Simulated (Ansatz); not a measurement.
Isolated molecules relaxed with PBE0-D4/def2-TZVP in Ansatz; ΔE leaves out vibrations. CBS: MP2 limit from def2 TZ/QZ plus the TZ coupled-cluster correction, frozen cores. This one scheme is used for every species. DFT in def2-TZVPP. B3LYP here is the variant with VWN-RPA as its local correlation; programs differ in this. For As outer-core shells are correlated without core-valence functions, which leaves a few kJ/mol of doubt a bond. Scalar relativity is left out up to krypton. One conformer a species, not always the lowest.

`C[SiH2][SiH2][AsH2]` → `C[SiH2][AsH2]` + `[SiH2]`  (silylene formation by 1,1-elimination)

`C[SiH2][SiH2][AsH2]`:

Cartesian coordinates in Å:
```
C -0.862 1.421 1.327
Si -0.694 1.021 -0.498
Si -0.061 -1.212 -0.791
As 1.936 -1.573 0.439
H -1.635 0.802 1.788
H 0.078 1.236 1.852
H -1.133 2.469 1.471
H 0.348 1.887 -1.121
H -1.978 1.279 -1.210
H -1.092 -2.114 -0.204
H 0.088 -1.558 -2.231
H 2.240 -2.886 -0.267
H 2.764 -0.772 -0.556
```

`C[SiH2][AsH2]`:

```xyz
10

C    -1.422    0.490    0.364
Si    0.226    0.378   -0.518
As    1.201   -1.738   -0.092
H    -1.911    1.443    0.145
H    -1.288    0.418    1.446
H    -2.087   -0.316    0.048
H     1.116    1.494   -0.096
H     0.033    0.476   -1.991
H     2.554   -1.300   -0.636
H     1.578   -1.344    1.331
```

`[SiH2]`:

Z-matrix (Å, degrees):
```
Si
H 1 1.525
H 1 1.525 2 91.2
```

(1) Is it downhill or uphill in electronic energy at CCSD(T)/CBS, and by how much? (Estimate.)

(2) What do these levels give: PBE-D4, PBE, r2SCAN, B3LYP, CCSD/def2-TZVPP, CCSD/CBS(def2)? (Best estimate.)

Largest T1 diagnostic among the species: 0.014.

Answers

(1) The calculation gave: Uphill: ΔE = +57.4 kcal/mol.

(2) Ansatz gave: PBE-D4 61.1, PBE 58.8, r2SCAN 62.5, B3LYP 53.1, CCSD/def2-TZVPP 54.3, CCSD/CBS(def2) 56.0 kcal/mol.

From PBE to PBE0 (25 % exact exchange), in def2-TZVPP and without D4, ΔE moves by +1.5 kcal/mol. The D4 term adds +3.6 kcal/mol with B3LYP and +2.1 kcal/mol with PBE0; it sums over pairs of atoms, weighted by their polarisabilities, and B3LYP, whose exchange is more repulsive, gets the larger term.
